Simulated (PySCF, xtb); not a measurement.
Si(H)3(SH) (H4SSi), SMILES [SiH3]S.

GFN2-xTB run with xtb 6.7.1 at its own geometry gives an orbital gap of 4.64 eV and a dipole moment of 2.80 D.

Geometry optimised at r2SCAN-D4/def2-TZVP.

Q: What does r2SCAN/def2-TZVPD run with PySCF give? (The exact figures need the calculation; the answer reports its results.)

A: gap 6.12 eV (levels -6.60 and -0.48 eV), dipole 0.99 D.
